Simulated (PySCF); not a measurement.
Predicted spectroscopic data

PySCF calculation with GFN2-xTB geometry and σ from GIAO-PBE0/pcSseg-1; relativity neglected, gas phase, one averaged value for each set of equivalent atoms, a single conformation.

Scale: TMS for $^{1}$H and $^{13}$C (reference shieldings calculated alike). Splittings of carbon signals by F and P are missing where no couplings were computed. Where no couplings were computed, multiplicities follow the n + 1 count of equivalent neighbours, and m marks all less simple cases (inequivalent or close neighbours, rings, F or P nearby). Shifts are as computed. Against solution values, carbons near 30 ppm lie about +3 ppm off and those near 130 ppm about +5 ppm. Of 1211 compounds with measured shifts, 218 miss one by over three times the rms of a fit or turn the order of signals round; such compounds aren't used in these exercises. OH and NH positions are gas-phase values without hydrogen bonding to other molecules.

Compound 1 (C₆H₈F₃N). $^{1}$H NMR (500 MHz, computed): δ 7.21 (m, 1H), 6.93 (m, 1H), 3.65 (s, 3H), 2.77 (m, 1H), 1.60 (m, 1H), 1.46 (m, 1H). $^{13}$C{$^{1}$H} NMR (computed): δ 162.9, 123.5, 86.1, 50.9, 34.4, 19.3. Structure: `C/N=C/[C@@H]1C[C@]1(F)C(F)F`.

Compound 2 (CH₁₁NO₂Si₃). $^{1}$H NMR (500 MHz, computed): δ 5.27 (s, 2H), 5.24 (s, 3H), 5.05 (s, 2H), 2.96 (s, 3H), -0.07 (br s, 1H). $^{13}$C{$^{1}$H} NMR (computed): δ 30.4 (CH3). Structure: `CN[SiH2]O[SiH2]O[SiH3]`.
